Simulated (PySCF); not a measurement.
Molecule: Bi(OH)3, SMILES [OH][Bi]([OH])[OH]. Atoms near the plane z = 0.0 Å, at the PBE0/def2-SVP optimised geometry (x, y, z in Å): Bi1 (-1.1, -1.2, 0.0), O2 (-1.2, 0.9, 0.0), H3 (-1.3, 1.2, 0.9), O6 (1.0, -1.2, 0.0), H7 (1.3, -0.3, 0.0).

Level of theory: PBE0/def2-TZVP, def2 effective core potentials past Kr (PySCF 2.14.0). The core electrons that the potentials of Bi replace are not part of the density. Cells within 0.4 Å of a nucleus heavier than hydrogen are left out (blank, or x). The values are rescaled to run from 0 to 1.

```
|0000000000000000000000000000000|
|0000000000000000000000000000000|
|0000000000000000000000000000000|
|0000000000000000000000000000000|
|0000000000000000000000000000000|
|0000000111111110000000000000000|
|0000012233333221100000000000000|
|0001123455655433100000000000000|
|0001245677777654210000000000000|
|0012356788888765310000000000000|
|001346788xx88875300000000000000|
|00135688xxxx8875200001210000000|
|001356788xxx8874000024553000000|
|0012457888788752000267765200000|
|0001235678877520002689875300000|
|0000112344433210015899985300000|
|0000111222222111136999985200000|
|0001122223443212356899974100000|
|0012343346776422577788753100000|
|0124554467xx7622686xx7763100000|
|024565447xxxx62268xxxx864210000|
|135666446xxx762268xxx8875310000|
|1356765457776422477788875310000|
|0356775434554321357888875310000|
|0246776544444321135677764210000|
|0145677665554420013455542100000|
|0024567776665310001223221000000|
|0013456666665310000011100000000|
|0001345566553200000000000000000|
|0000123344432100000000000000000|
|0000001122211000000000000000000|
```
Scale: ten equal steps from 0.000 (start of '0') to 1.00 (end of '9'), in the order '0123456789'; x runs from -3.50 to 3.50, y from -3.50 (bottom) to 3.50 (top).

Question: Which quantity is mapped?
A) electrostatic potential
B) log10 of the electron density
C) deformation density (molecule minus spherical neutral atoms)
D) electron localisation function

Answer: D, electron localisation function
